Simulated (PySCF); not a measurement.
**Electron correlation in Cu⁺ (copper, charge +1)**

[Ar] 3d9 4p1, one real determinant (an excited configuration). Computed with PySCF 2.14 in aug-cc-pwCVTZ-DK (10s9p7d4f3g, 127 functions), with the spin-free X2C one-electron Hamiltonian (Gaussian nucleus). Frozen: [Ar]; 10 electrons correlated.

MP2 pair energies summed by pair of shells (mhartree):

| pair | energy | share (%) |
| --- | --- | --- |
| 3d-3d | -376.50 | 95.6 |
| 3d-4p | -17.50 | 4.4 |

Total MP2 correlation energy: -394.00 mhartree.

Same-spin part -143.47 and opposite-spin part -250.53 mhartree; SCS-MP2 scales them by 1/3 and 6/5 to -348.46 mhartree.

The reference is one real determinant that mixes LS terms of this configuration.
